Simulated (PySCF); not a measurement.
silylselanylsilane, H₆SeSi₂, SMILES [SiH3][Se][SiH3], point group C2v.

Force field and properties: B3LYP/pcSseg-1 (PySCF, grid level 2). Vibrational terms come from second-order perturbation theory with semi-diagonal cubic constants, by steps of ±0.6 along the normal coordinates of each isotopologue. The parent has the commonest isotopes.

Equilibrium geometry (Å):

```json
{"atom": "Si1", "x": "-1.7178", "y": "0.0346", "z": "-0.2880"}
{"atom": "Se2", "x": "0.1647", "y": "-0.8419", "z": "-1.2852"}
{"atom": "Si3", "x": "1.7369", "y": "-0.0665", "z": "0.2095"}
{"atom": "H4", "x": "-2.8506", "y": "-0.3841", "z": "-1.1487"}
{"atom": "H5", "x": "-1.6535", "y": "1.5175", "z": "-0.2196"}
{"atom": "H6", "x": "-1.9000", "y": "-0.4992", "z": "1.0865"}
{"atom": "H7", "x": "1.4941", "y": "-0.5994", "z": "1.5751"}
{"atom": "H8", "x": "1.7397", "y": "1.4181", "z": "0.2702"}
{"atom": "H9", "x": "3.0408", "y": "-0.5552", "z": "-0.3006"}
```

Problem. Give the equilibrium and ground-state rotational constants (MHz) of parent; ²H at 4.

Solution. 
| species | Ae | Be | Ce | A0 | B0 | C0 | Δ0 (u Å²) | harmonic ZPE (cm⁻¹) |
| --- | --- | --- | --- | --- | --- | --- | --- | --- |
| parent | 5482 | 2451.3 | 1763.4 | 5470.5 | 2441.6 | 1754.6 | -11.343 | 11288 |
| ²H at 4 | 5482 | 2350.4 | 1710.5 | 5469.7 | 2340.8 | 1702.5 | -11.443 | 10787 |

Δ0 = Ic − Ia − Ib from the ground-state constants.

Problem. How is the parent's vibrational correction B0 − Be made up?

Solution. 
```
axis  harmonic  Coriolis  cubic  total (MHz)
   a      16.3     -18.2  -9.54        -11.5
   b      4.47     -3.52  -10.7        -9.76
   c      1.05     -1.52   -8.3        -8.77
```

Problem. And its quartic centrifugal distortion constants from the harmonic force field?

Solution. Asymmetric top, A reduction, Ir representation: ΔJ = 1.6 kHz, ΔJK = -10.3 kHz, ΔK = 33 kHz, δJ = 0.654 kHz, δK = 0.484 kHz.

A mode lies under 250 cm⁻¹, where this perturbation treatment is rough. Internal rotors are held in one well.
